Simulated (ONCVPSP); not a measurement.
**Transferability test, ONCV potential for Cu (Z = 29)**

- Element: Cu
- Generator: ONCVPSP 4.0.1
- Type: optimised norm-conserving Vanderbilt (ONCV)
- Functional: PW91
- Relativity: fully relativistic
- Frozen core: [Ne]
- Valence charge: 19
- Reference configuration: 3s2 3p6 3d9 4s2
- Partial waves: 3s+4s: rc 1.25 bohr, ncon 5, nbas 9, qcut 8.5 1/bohr, 2 projectors; 3p: rc 1.00 bohr, ncon 5, nbas 8, qcut 17.1 1/bohr, 2 projectors, debl 0.8 Ha; 3d: rc 0.75 bohr, ncon 4, nbas 8, qcut 12.6 1/bohr, 2 projectors, debl 2.4 Ha
- Local potential: polynomial inside 0.60 bohr (lpopt 5, dvloc0 0 Ha)
- Core correction: Teter function, fcfact 5.25, rcfact 1.25

Open shells are filled in proportion to 2j + 1.

In the p channel the program set the typed energies aside and used -2.811, 0.250 Ha (j = l + 1/2; the other j can differ).

Energies are relative to the spin-unpolarised reference configuration 3s2 3p6 3d9 4s2; without spin polarisation the order of configurations can differ from experiment.

Question: Give the all-electron excitation energy and the error of the potential for: 3s2 3p6 3d10 4s1; 3s2 3p6 3d10 4s0; 3s2 3p6 3d9 4s0; 3s2 3p5 3d10 4s1.

Answer:

```csv
valence configuration,charge,ΔE all-electron (eV),error AE − PS (meV)
3s2 3p6 3d10 4s1,0,-1.992,-0.6
3s2 3p6 3d10 4s0,+1,6.213,+4.0
3s2 3p6 3d9 4s0,+2,27.647,+2.5
3s2 3p5 3d10 4s1,+1,77.635,+63
```

Levels in the configuration 3s2 3p6 3d10 4s0:

```json
{"level": "3s j=1/2", "all-electron (eV)": "-123.305", "pseudo (eV)": "-123.270"}
{"level": "3p j=3/2", "all-electron (eV)": "-79.997", "pseudo (eV)": "-79.971"}
{"level": "3p j=1/2", "all-electron (eV)": "-82.574", "pseudo (eV)": "-82.549"}
{"level": "3d j=5/2", "all-electron (eV)": "-13.641", "pseudo (eV)": "-13.643"}
{"level": "3d j=3/2", "all-electron (eV)": "-13.915", "pseudo (eV)": "-13.910"}
```
